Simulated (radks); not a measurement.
All-electron atom: the tungsten ion W19+ in [Kr] 4d10 4f9.

Calculated with a radial shooting solver on a logarithmic mesh with Libxc functionals: scalar-relativistic Kohn-Sham, PBEsol, spin-polarised, spherical densities, finite nucleus; open shells are filled with parallel spins first (spin-orbit coupling, left out, can overturn this in heavy ions); Fermi nuclear charge, rms radius 5.3658 fm.

Energy parts (eV):
part                       energy
total                  -435304.45
kinetic                 479774.46
electron-nucleus      -1049288.09
Hartree                 142375.23
exchange-correlation     -8166.06

Orbitals (lengths in bohr, moments of r in powers of bohr):
\begin{tabular}{lrrr}
orbital & occ. & eigenvalue (eV) & <r^4> \\ \hline
1s up & 1 & -69932.45 & 5.824e-07 \\
1s down & 1 & -69932.47 & 5.824e-07 \\
2s up & 1 & -12472.46 & 0.00008762 \\
2s down & 1 & -12472.31 & 0.00008760 \\
2p up & 3 & -10972.81 & 0.00006876 \\
2p down & 3 & -10972.71 & 0.00006875 \\
3s up & 1 & -3246.157 & 0.003214 \\
3s down & 1 & -3242.139 & 0.003204 \\
3p up & 3 & -2801.726 & 0.003452 \\
3p down & 3 & -2797.691 & 0.003439 \\
3d up & 5 & -2289.466 & 0.002664 \\
3d down & 5 & -2286.370 & 0.002649 \\
4s up & 1 & -1036.983 & 0.06922 \\
4s down & 1 & -1030.148 & 0.06946 \\
4p up & 3 & -887.7327 & 0.08815 \\
4p down & 3 & -881.1259 & 0.08858 \\
4d up & 5 & -698.7354 & 0.1136 \\
4d down & 5 & -692.2408 & 0.1146 \\
4f up & 7 & -487.5136 & 0.1511 \\
4f down & 2 & -480.7048 & 0.1549 \\
\end{tabular}

The highest occupied level is 4f down at -480.70 eV. Spin moment in Bohr magnetons: 5.
